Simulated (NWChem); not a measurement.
# GeI₄; SMILES [I][Ge]([I])([I])[I]

Results from NWChem. The geometry was optimised at PBE0/def2-SVP. Not confirmed as a minimum by frequencies. def2 effective core potentials on I; no spin-orbit coupling. Total energies compare along this basis series because the functional is fixed.

```
level           basis functions  energy (Ha)  highest occupied level (eV)  orbital gap (eV)
--------------  ---------------  -----------  ---------------------------  ----------------
PBE/def2-SVP                136   -3267.3470                        -6.56              2.45
PBE/def2-SVPD               178   -3267.3535                        -6.65              2.40
PBE/def2-TZVP               248   -3267.6498                        -6.65              2.51
PBE/def2-TZVPP              248   -3267.6498                        -6.65              2.51
```
